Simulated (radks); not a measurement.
Results of a calculation; reference values are marked as such.
Task: All-electron atom: the antimony anion Sb3- in [Xe]. Level of theory: scalar-relativistic Kohn-Sham, LDA (Slater exchange, VWN5 correlation), spin-unpolarised, spherical densities, finite nucleus; Fermi nuclear charge, rms radius 4.6802 fm; Watson sphere of charge +3 and radius 2.37 bohr (a radial shooting solver on a logarithmic mesh with Libxc functionals). Some entries of the table are withheld. Estimate them.

| orbital | occ. | eigenvalue (eV) | <1/r> (bohr^-1) |
|---|---|---|---|
| 1s | 2 | -30267.68 | (1) |
| 2s | 2 | -4606.390 | 12.40 |
| 2p | 6 | -4137.944 | 11.91 |
| 3s | 2 | (2) | 4.415 |
| 3p | 6 | -749.4898 | 4.204 |
| 3d | 10 | -515.6557 | 3.974 |
| 4s | 2 | -148.4253 | (3) |
| 4p | 6 | (4) | 1.601 |
| 4d | 10 | -33.8886 | 1.281 |
| 5s | 2 | -15.6450 | 0.5807 |
| 5p | 6 | -7.3993 | 0.4689 |

Result: 
(1) 1s <1/r> (bohr^-1): 54.26
(2) 3s eigenvalue (eV): -902.2253
(3) 4s <1/r> (bohr^-1): 1.760
(4) 4p eigenvalue (eV): -101.6151
